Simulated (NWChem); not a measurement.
The numbers come from NWChem runs, not from measurements. System: CH3ClSn, charge 0, spin multiplicity 1, at a geometry optimised with PBE/def2-SVP with def2 effective core potentials on Sn. The structure started from a generated list of species. Level: G0W0@PBE0/def2-SVP with def2 effective core potentials on Sn, RI basis def2-svp-rifit, no spin-orbit coupling.

Job file:

```
start mol
memory heap 200 mb stack 700 mb global 1700 mb
geometry units angstroms nocenter noautoz
  Sn    -0.569227     0.161322     0.000000
  Cl     1.180497    -1.516102     0.000000
  C      0.845677     1.873903     0.000000
  H      0.318841     2.849262     0.000000
  H      1.499997     1.807473    -0.894363
  H      1.499997     1.807473     0.894363
  symmetry group Cs
end
basis spherical
  * library def2-svp
end
ecp
  Sn library def2-ecp
end
basis "ri basis" bse spherical
  * library def2-svp-rifit
end
dft
  xc pbe0
  iterations 100
  direct
  tolerances tight
end
task dft energy
gw
  states alpha occ 4 vir 2
end
task dft gw
```

Part of the output:

```
             Northwest Computational Chemistry Package (NWChem) 7.3.0
             --------------------------------------------------------

                                NWChem Input Module
                                -------------------

 Scaling coordinates for geometry "geometry" by  1.889725989
 (inverse scale =  0.529177249)

 Turning off AUTOSYM since
 SYMMETRY directive was detected!

                             Geometry "geometry" -> ""
                             -------------------------

 Output coordinates in angstroms (scale by  1.889725989 to convert to a.u.)

  No.       Tag          Charge          X              Y              Z
 ---- ---------------- ---------- -------------- -------------- --------------
    1 Sn                  50.0000    -0.56922700     0.16132200     0.00000000
    2 Cl                  17.0000     1.18049700    -1.51610200     0.00000000
    3 C                    6.0000     0.84567700     1.87390300     0.00000000
    4 H                    1.0000     0.31884100     2.84926200     0.00000000
    5 H                    1.0000     1.49999700     1.80747300    -0.89436300
    6 H                    1.0000     1.49999700     1.80747300     0.89436300

 Effective nuclear repulsion energy (a.u.)     317.8735025380

            Nuclear Dipole moment (a.u.)
            ----------------------------
        X                 Y               Z
 ---------------- ---------------- ----------------
    -0.0000075589    -0.0000151178     0.0000000000

      Symmetry information
      --------------------

 Group name             Cs
 Group number              2
 Group order               2
 No. of unique centers     5

      Symmetry unique atoms

     1    2    3    4    5


 Summary of "ao basis" -> "" (spherical)
 ------------------------------------------------------------------------------
       Tag                 Description            Shells   Functions and Types
 ---------------- ------------------------------  ------  ---------------------
 *                          def2-svp                  on all atoms

 Summary of "ri basis" -> "" (spherical)
 ------------------------------------------------------------------------------
       Tag                 Description            Shells   Functions and Types
 ---------------- ------------------------------  ------  ---------------------
 *                       def2-svp-rifit               on all atoms

                                 NWChem DFT Module
                                 -----------------

 Summary of "ao basis" -> "ao basis" (spherical)
 ------------------------------------------------------------------------------
       Tag                 Description            Shells   Functions and Types
 ---------------- ------------------------------  ------  ---------------------
 Sn                         def2-svp                10       26   4s4p2d
 Cl                         def2-svp                 8       18   4s3p1d
 C                          def2-svp                 6       14   3s2p1d
 H                          def2-svp                 3        5   2s1p

 Summary of "ao basis" -> "ao basis" (spherical)
 ------------------------------------------------------------------------------
       Tag                 Description            Shells   Functions and Types
 ---------------- ------------------------------  ------  ---------------------
 Sn                         def2-svp                10       26   4s4p2d
 Cl                         def2-svp                 8       18   4s3p1d
 C                          def2-svp                 6       14   3s2p1d
 H                          def2-svp                 3        5   2s1p

      Symmetry analysis of basis
      --------------------------

        a'         50
        a"         23

            General Information
            -------------------
          SCF calculation type: DFT
          Wavefunction type:  closed shell.
          No. of atoms     :     6
          No. of electrons :    48
           Alpha electrons :    24
            Beta electrons :    24
          Charge           :     0
          Spin multiplicity:     1
          Use of symmetry is: on ; symmetry adaption is: on
          Maximum number of iterations: 100
          This is a Direct SCF calculation.
          AO basis - number of functions:    73
                     number of shells:    33
          Convergence on energy requested:  1.00D-06
          Convergence on density requested:  1.00D-05
          Convergence on gradient requested:  5.00D-04

              XC Information
              --------------
                         PBE0 Method XC Functional
                     Hartree-Fock (Exact) Exchange  0.250
          PerdewBurkeErnzerhof Exchange Functional  0.750
            Perdew 1991 LDA Correlation Functional  1.000 local
           PerdewBurkeErnz. Correlation Functional  1.000 non-local

             Grid Information
             ----------------
          Grid used for XC integration:  medium
          Radial quadrature: Mura-Knowles
          Angular quadrature: Lebedev.
          Tag              B.-S. Rad. Rad. Pts. Rad. Cut. Ang. Pts.
          ---              ---------- --------- --------- ---------
          Sn                  1.45      123           9.0       590
          Cl                  1.00       88          11.0       590
          C                   0.70       49           9.0       434
          H                   0.35       45          11.0       434
          Grid pruning is: on
          Number of quadrature shells:   350
          Spatial weights used:  Erf1
[...]
 HOMO         =      -0.236033
 LUMO         =      -0.054188

      Symmetry analysis of molecular orbitals - initial
      -------------------------------------------------

  Numbering of irreducible representations:

     1 a'          2 a"

  Orbital symmetries:

     1 a'          2 a'          3 a'          4 a'          5 a'
     6 a"          7 a'          8 a'          9 a'         10 a"
    11 a'         12 a'         13 a'         14 a"         15 a"
    16 a'         17 a'         18 a'         19 a'         20 a"
    21 a'         22 a"         23 a'         24 a'         25 a"
    26 a'         27 a'         28 a'         29 a'         30 a"
    31 a'         32 a'         33 a"         34 a'

   convergence    iter        energy       DeltaE   RMS-Dens  Diis-err    time
 ---------------- ----- ----------------- --------- --------- ---------  ------
 d= 0,ls=0.0,diis     1   -714.0287750516 -8.72D+02  1.84D-02  2.95D-01     1.2
 d= 0,ls=0.0,diis     2   -714.0014447744  2.73D-02  9.78D-03  4.48D-01     1.9
 d= 0,ls=0.0,diis     3   -714.0785790050 -7.71D-02  1.55D-03  1.11D-02     2.5
 d= 0,ls=0.0,diis     4   -714.0800629054 -1.48D-03  5.23D-04  1.37D-03     3.2
 d= 0,ls=0.0,diis     5   -714.0802443159 -1.81D-04  1.59D-04  1.60D-04     3.9
 d= 0,ls=0.0,diis     6   -714.0802691300 -2.48D-05  3.03D-05  5.31D-06     4.6
 d= 0,ls=0.0,diis     7   -714.0802699215 -7.92D-07  6.31D-06  1.71D-07     5.2

         Total DFT energy =     -714.080269921514
      One electron energy =    -1380.392532299399
           Coulomb energy =      560.872663428479
    Exchange-Corr. energy =      -52.645080314215
 Nuclear repulsion energy =      158.084679263621

 Numeric. integr. density =       48.000000271312

     Total iterative time =      4.7s

                  Occupations of the irreducible representations
                  ----------------------------------------------

                     irrep           alpha         beta
                     --------     --------     --------
                     a'               18.0         18.0
                     a"                6.0          6.0

                       DFT Final Molecular Orbital Analysis
                       ------------------------------------

 Vector   22  Occ=2.000000D+00  E=-3.100711D-01  Symmetry=a"
              MO Center=  1.1D+00, -1.4D+00,  1.3D-13, r^2= 1.5D+00
   Bfn.  Coefficient  Atom+Function         Bfn.  Coefficient  Atom+Function
  ----- ------------  ---------------      ----- ------------  ---------------
    39      0.628964  2 Cl pz                36      0.448469  2 Cl pz
    33      0.264152  2 Cl pz                13      0.109076  1 Sn pz
    16      0.108763  1 Sn pz                50     -0.044117  3 C  pz
    53     -0.044250  3 C  pz                18      0.038026  1 Sn d -1
    10     -0.037316  1 Sn pz                 7     -0.035272  1 Sn pz

 Vector   23  Occ=2.000000D+00  E=-3.067234D-01  Symmetry=a'
              MO Center=  8.7D-01, -1.2D+00, -1.6D-13, r^2= 2.3D+00
   Bfn.  Coefficient  Atom+Function         Bfn.  Coefficient  Atom+Function
  ----- ------------  ---------------      ----- ------------  ---------------
    38      0.564462  2 Cl py                35      0.406391  2 Cl py
    32      0.238682  2 Cl py                37      0.215157  2 Cl px
     3     -0.186765  1 Sn s                 11      0.154986  1 Sn px
    34      0.154632  2 Cl px                 4     -0.103519  1 Sn s
    14      0.101257  1 Sn px                31      0.090663  2 Cl px

 Vector   24  Occ=2.000000D+00  E=-2.433046D-01  Symmetry=a'
              MO Center= -1.2D-01,  3.5D-01,  4.5D-14, r^2= 4.1D+00
   Bfn.  Coefficient  Atom+Function         Bfn.  Coefficient  Atom+Function
  ----- ------------  ---------------      ----- ------------  ---------------
     3      0.342681  1 Sn s                 11     -0.323603  1 Sn px
    37      0.298872  2 Cl px                 4      0.292483  1 Sn s
    49      0.243179  3 C  py                47     -0.230405  3 C  s
    48      0.228335  3 C  px                34      0.198488  2 Cl px
    14     -0.179093  1 Sn px                51      0.179189  3 C  px

 Vector   25  Occ=0.000000D+00  E=-9.987393D-02  Symmetry=a"
              MO Center= -5.0D-01,  1.1D-01, -1.4D-13, r^2= 3.6D+00
   Bfn.  Coefficient  Atom+Function         Bfn.  Coefficient  Atom+Function
  ----- ------------  ---------------      ----- ------------  ---------------
    16      0.591833  1 Sn pz                13      0.553397  1 Sn pz
    39     -0.241166  2 Cl pz                10     -0.174894  1 Sn pz
     7     -0.163436  1 Sn pz                36     -0.136297  2 Cl pz
    65      0.117509  5 H  s                 70     -0.117509  6 H  s
    33     -0.079887  2 Cl pz                64      0.076783  5 H  s

 Vector   26  Occ=0.000000D+00  E=-1.450283D-02  Symmetry=a'
              MO Center= -6.1D-01,  1.3D-01, -4.0D-14, r^2= 4.6D+00
   Bfn.  Coefficient  Atom+Function         Bfn.  Coefficient  Atom+Function
  ----- ------------  ---------------      ----- ------------  ---------------
    15      0.765677  1 Sn py                14     -0.402491  1 Sn px
    30      0.382581  2 Cl s                 12      0.375772  1 Sn py
    37     -0.359780  2 Cl px                47     -0.329839  3 C  s
     3     -0.296491  1 Sn s                 38      0.255709  2 Cl py
    11     -0.239497  1 Sn px                34     -0.167722  2 Cl px

 Vector   27  Occ=0.000000D+00  E= 3.599498D-02  Symmetry=a'
              MO Center= -1.5D-01,  5.1D-01,  1.3D-12, r^2= 5.9D+00
   Bfn.  Coefficient  Atom+Function         Bfn.  Coefficient  Atom+Function
  ----- ------------  ---------------      ----- ------------  ---------------
    47      1.470762  3 C  s                 14     -0.885650  1 Sn px
    15     -0.591201  1 Sn py                 4     -0.576528  1 Sn s
    60     -0.340190  4 H  s                 52     -0.330707  3 C  py
    65     -0.318983  5 H  s                 70     -0.318983  6 H  s
    38      0.278451  2 Cl py                 3     -0.263682  1 Sn s

 center of mass
 --------------
 x =  -0.13888494 y =  -0.05621611 z =   0.00000000

 moments of inertia (a.u.)
 ------------------
         506.431473503633         172.776965645260           0.000000000000
         172.776965645260         360.174744984102           0.000000000000
           0.000000000000           0.000000000000         855.091046252491

     Multipole analysis of the density
     ---------------------------------

     L   x y z        total         alpha         beta         nuclear
     -   - - -        -----         -----         ----         -------
     0   0 0 0     -0.000000    -24.000000    -24.000000     48.000000

     1   1 0 0     -0.727487    -15.423302    -15.423302     30.119118
     1   0 1 0      0.877716      4.706827      4.706827     -8.535938
     1   0 0 1      0.000000      0.000000      0.000000      0.000000

     2   2 0 0    -34.680286    -88.246891    -88.246891    141.813496
     2   1 1 0      0.832024     30.068131     30.068131    -59.304238
     2   1 0 1      0.000000      0.000000      0.000000      0.000000
     2   0 2 0    -35.169880   -152.159500   -152.159500    269.149121
     2   0 1 1     -0.000000     -0.000000     -0.000000      0.000000
     2   0 0 2    -30.221451    -17.967167    -17.967167      5.712883

 Task  times  cpu:        5.2s     wall:        5.2s

                                NWChem Input Module
                                -------------------

                                 NWChem GW Module
                                 ----------------

                             ***********************
                             ***        GW       ***
                             ***********************

 Summary of "ri basis" -> "ri basis" (spherical)
 ------------------------------------------------------------------------------
       Tag                 Description            Shells   Functions and Types
 ---------------- ------------------------------  ------  ---------------------
 Sn                      def2-svp-rifit             30      114   9s8p7d4f2g
 Cl                      def2-svp-rifit             20       62   8s5p5d2f
 C                       def2-svp-rifit             16       48   6s5p4d1f
 H                       def2-svp-rifit              6       14   3s2p1d

                 Memory Information
                 ------------------
          Available GA per process is          1700.0 MBs
          Available stack per process is        700.0 MBs
          Available heap per process is           0.0 MBs

          Peak memory in Initialization
              Peak GA per process is                  4.4 MBs
              Peak stack per process is               0.0 MBs
              Peak heap per process is                4.6 MBs
              Memory not in MA per process            0.0 MBs

          Peak memory in AFF Calculation
              Peak GA per process is                 16.7 MBs
              Peak stack per process is              10.6 MBs
              Peak heap per process is                0.0 MBs
              Memory not in MA per process           10.6 MBs

          Computing 2-center integrals
          Computing Inverse Cholesky factor
          Computing 3-center integrals
          Computing V_xc ...

          Computing Sigma_x
          Computing RPA polarizability
          Solving quasiparticle equations

                  Alpha Orbitals
          State     Energy (eV)     Error (eV)
          -----------------------------------
@GW        21        -10.387           0.003
@GW        22         -9.811           0.003
@GW        23         -9.841           0.003
@GW        24         -8.130           0.003
@GW        25         -0.389           0.005
@GW        26          2.033           0.002

   Applying  -1.5093 eV scissor-shift to rest of particle states

   Applying   2.3287 eV scissor-shift to rest of hole states

     GW Timing Statistics
   ------------------------
   Init.   :          0.1s
     ERIs  :          0.4s
     Distr.:          0.0s
     Vxc   :          0.7s
   Sigma_x :          0.0s
   RPA     :          0.4s
   Wmn     :          0.0s
   Sigma_c :          0.0s
   GW total:          1.6s

 Task  times  cpu:        1.6s     wall:        1.6s

 Total times  cpu:        6.8s     wall:        6.8s
```
